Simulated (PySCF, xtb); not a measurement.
# Isomers of GeH6OP+ in order of energy

6 gas-phase structures of GeH6OP+, found in a search over its isomers (lower ones may exist). Each was relaxed with GFN2-xTB:

A. `[PH3+][O][GeH3]`, a singlet
B. `O[PH2+][GeH3]`, a singlet
C. a singlet given by its coordinates
D. a singlet given by its coordinates
E. `[OH][GeH2][PH3+]`, a singlet
F. `P[OH+][GeH3]`, a singlet

C (Å):

```
atom    x (Å)    y (Å)    z (Å)
  Ge   0.1065  -1.5897  -0.0502
   O  -1.8201  -0.5963  -0.3156
   P   0.2498  -2.4870  -2.1583
   H  -2.1475  -0.2567  -1.1578
   H  -2.2444  -0.1167   0.4084
   H  -0.4522  -2.1998   1.2321
   H   0.7822  -0.2812   0.3572
   H   0.2268  -3.8009  -1.6683
   H   1.6505  -2.4092  -2.1297
```

Close contacts (Å): Ge1–O2 2.18, Ge1–P3 2.30, Ge1–H6 1.53, Ge1–H7 1.53, O2–H4 0.97, O2–H5 0.97, P3–H8 1.40, P3–H9 1.40.

D (Å):

```yaml
atoms:
  - { symbol: Ge, position_ang: [-1.5334, -2.3348, -1.4011] }
  - { symbol: O, position_ang: [-1.3466, -0.1060, -1.4061] }
  - { symbol: P, position_ang: [0.6688, -2.4210, -0.1994] }
  - { symbol: H, position_ang: [-1.8416, 0.4087, -0.7544] }
  - { symbol: H, position_ang: [-1.2855, 0.4090, -2.2206] }
  - { symbol: H, position_ang: [-2.0433, -2.1020, 0.1176] }
  - { symbol: H, position_ang: [0.8141, -3.5752, 0.5468] }
  - { symbol: H, position_ang: [1.0254, -1.5090, 0.7764] }
  - { symbol: H, position_ang: [1.8742, -2.4780, -0.8769] }
```

Close contacts (Å): Ge1–O2 2.24, Ge1–P3 2.51, Ge1–H6 1.62, O2–H4 0.97, O2–H5 0.97, P3–H7 1.38, P3–H8 1.38, P3–H9 1.38.

Task: Make a reasoned guess at their ranking by r2SCAN-D4/def2-SVP single-point energy.

Result: Calculated order at r2SCAN-D4/def2-SVP: E (0.0), C (5.4), D (11.0), A (14.6), B (32.8), F (65.1) kJ/mol. Less than 1 kcal/mol parts D and A, so the order within that pair means little.

Energies above the lowest of each column, in kJ/mol; the last columns are at PBE0-D4/def2-SVP geometries and were run for some of them only (a dash: not run or not comparable):

| structure | GFN2-xTB | HF/STO-3G | r2SCAN-D4/def2-SVP | PBE0-D4/def2-SVP | CCSD(T)/def2-SVP + ΔMP2/def2-TZVPP |
| --- | --- | --- | --- | --- | --- |
| E | 49.0 | 0.0 | 0.0 | 6.1 | 0.0 |
| C | 61.3 | 38.2 | 5.4 | 0.0 | 6.1 |
| D | 0.0 | 127.0 | 11.0 | 10.0 | 24.8 |
| A | 12.2 | 186.2 | 14.6 | 16.7 | – |
| B | 42.9 | 74.0 | 32.8 | – | – |
| F | 85.8 | 16.7 | 65.1 | – | – |

CCSD(T)/def2-SVP + ΔMP2/def2-TZVPP puts E lowest of those it was run on; GFN2-xTB picks D, PBE0-D4/def2-SVP picks C. Flexible structures stand in one conformer each, not always the lowest. Frequencies (GFN2-xTB) were run for C, D, E alone. The ΔMP2 step shifts differences by up to 13.6 kJ/mol, which makes them less sure. ΔMP2 is the change of the MP2 energy from the smaller to the larger basis.

Over these structures GFN2-xTB departs from r2SCAN-D4/def2-SVP by 21.5 kJ/mol on average once a common shift is removed. A GFN2-xTB relaxation took about 0.088 s and the r2SCAN-D4/def2-SVP energy about 9.9 s on a shared host (PySCF 2.14.0, xtb 6.7.1).
